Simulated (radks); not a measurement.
Excited configurations of Zr II: one electron is placed in a higher orbital outside [Kr] 4d2. The ground configuration is [Kr] 4d2 5s1. Calculated with a radial shooting solver on a logarithmic mesh with Libxc functionals: Dirac Kohn-Sham, PBE, spin-unpolarised, spherical densities, point nucleus; open shells fill j = l - 1/2 first. Excitation = E - E(ground); binding = E(ion) - E, where the ion is the core of charge +2; n* = 2/sqrt(2 binding) in atomic units, and the quantum defect is n - n*.

| outer orbital | excitation (eV) | binding (eV) | n* | <r> (bohr) |
|---|---|---|---|---|
| 4f5/2 | 9.355 | 3.568 | 3.906 | 8.432 |
| 5p1/2 | 3.598 | 9.325 | 2.416 | 4.191 |
| 5d3/2 | 7.776 | 5.147 | 3.252 | 6.744 |
| 5f5/2 | 10.485 | 2.439 | 4.724 | 14.30 |
| 6s1/2 | 7.082 | 5.841 | 3.052 | 7.273 |
| 6p1/2 | 8.185 | 4.738 | 3.389 | 8.550 |
| 6d3/2 | 9.786 | 3.137 | 4.165 | 12.18 |
| 6f5/2 | 11.181 | 1.742 | 5.590 | 21.55 |
| 7s1/2 | 9.516 | 3.407 | 3.997 | 12.47 |
| 7p1/2 | 10.026 | 2.897 | 4.334 | 14.24 |
| 7d3/2 | 10.817 | 2.106 | 5.084 | 18.92 |
| 7f5/2 | 11.628 | 1.295 | 6.483 | 30.26 |

The Delta-SCF ionisation energy is 12.923 eV (NIST Atomic Spectra Database: 13.130 eV, measured). Self-interaction in the functional shifts the binding energies and quantum defects, so they are the method's values and not measured ones. Spin polarisation and multiplet splitting are left out, so open shells lie too high by an amount that depends on their filling.

Beside tabulated values, note that spin-unpolarised runs miss the spin-polarisation part of the exchange energy of open shells.
